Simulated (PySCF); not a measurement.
## Electric field gradients and quadrupole coupling constants

Species: C5H6NS (charge -1).
Atom-mapped SMILES: `[CH3:1][C@@H:2]1[C@@H:3]([S-:4])[C@@H:5]1[C:6]#[N:7]` (hydrogens: H8, H9, H10 on C1; H11 on C2; H12 on C3; H13 on C5)

Cartesian coordinates in Å at the GFN2-xTB level; atoms count from 1:
```
atom  x, y, z in Å
C1    -1.115   -1.070   -0.257
C2    -0.591    0.172    0.419
C3     0.061    1.264   -0.366
S4    -0.151    2.950    0.022
C5     0.908    0.353    0.573
C6     1.794   -0.572    0.014
N7     2.535   -1.314   -0.473
H8    -2.131   -0.905   -0.617
H9    -0.484   -1.334   -1.105
H10   -1.127   -1.916    0.434
H11   -1.175    0.491    1.278
H12    0.214    1.058   -1.425
H13    1.258    0.825    1.485
```

Field gradients from the PBE0/pcSseg-1 density (PySCF, non-relativistic), principal values in atomic units, ordered |Vxx| ≤ |Vyy| ≤ |Vzz|:

```json
{"atom": "S4", "Vxx": "-1.3155", "Vyy": "-1.5256", "Vzz": "2.8411"}
{"atom": "N7", "Vxx": "0.2653", "Vyy": "0.5465", "Vzz": "-0.8118"}
```

Q: Find the asymmetry η = (Vxx − Vyy)/Vzz and the couplings χ = eQV/h (234.96 MHz × Q in barn × V in au), with Q(33S) = −0.0678 b, Q(14N) = 0.02044 b.

A: 
```
atom       environment  nucleus     η  χzz (MHz)  χxx (MHz)  χyy (MHz)
  S4   thiolate sulfur      33S  0.07     -45.26      20.96      24.30
  N7  nitrile nitrogen      14N  0.35     -3.899      1.274      2.625
```

Q: What is Vzz at S4 in SI units (1 au = 9.71736 × 10²¹ V/m²)?

A: 2.8411 au = 27.608 × 10²¹ V/m².

Q: And the gradient at the other heavy atoms, for which no coupling is worked out here?

A: 
```csv
atom,environment,Vzz (au),η
C1,methyl carbon,-0.029,0.88
C2,three-membered-ring carbon,0.230,0.49
C3,sp3 carbon bound to sulfur,0.236,0.26
C5,sp3 carbon next to a nitrile,-0.263,0.98
C6,nitrile carbon,-0.458,0.01
```

Q: What couplings would deuterons (Q(2H) = 0.00286 b) have in place of the hydrogens, at this geometry?

A: 
```csv
atom,bonded to,bond length (Å),Vzz (au),η,χzz (kHz)
H8,C1,1.091,0.3141,0.01,211
H9,C1,1.089,0.3100,0.03,208
H10,C1,1.092,0.3108,0.01,209
H11,C2,1.086,0.3168,0.08,213
H12,C3,1.090,0.3152,0.05,212
H13,C5,1.085,0.3212,0.11,216
```

Isolated species at its GFN2-xTB geometry, gas phase. The pcSseg-1 basis has no diffuse functions, a weakness for an anion. GFN2-xTB bond lengths can be off by several hundredths of an ångström, more for odd bonds, and the gradients follow them. With a basis this small, the couplings can be 20 % off.
